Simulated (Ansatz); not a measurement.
`NC[SiH2]N` → CH₃NH₂ + `N[SiH]`  (silylene formation by 1,1-elimination)

Isolated molecules relaxed with PBE0-D4/def2-TZVP in Ansatz; ΔE leaves out vibrations. CCSD(T)/CBS adds triple-zeta CCSD(T) − MP2 to the extrapolated MP2 energy (def2 sets, frozen cores). This one scheme is used for every species. One conformer a species, not always the lowest.

```
    species  MP2/def2-QZVPP energy (Eh)
`NC[SiH2]N`                  -441.25912
     CH₃NH₂                   -95.69294
   `N[SiH]`                  -345.50481
```

**Question.** Work out ΔE.

**Answer.** ΔE = (-95.69294) + (-345.50481) − (-441.25912) = 0.06137 Eh = +161.1 kJ/mol. CCSD(T)/CBS gives +147.5 kJ/mol.

Largest T1 diagnostic among the species: 0.015.

In def2-TZVPP, CCSD(T) changes the Hartree–Fock value by +8.1 kJ/mol (the triples alone add +1.6 kJ/mol) and MP2 by +24.1 kJ/mol. The D4 term adds +15.4 kJ/mol with B3LYP and +8.4 kJ/mol with PBE0; it sums over pairs of atoms, weighted by their polarisabilities, and B3LYP, whose exchange is more repulsive, gets the larger term. From PBE to PBE0 (25 % exact exchange), in def2-TZVPP and without D4, ΔE moves by +14.3 kJ/mol.

B3LYP here is the variant with VWN-RPA as its local correlation; programs differ in this.
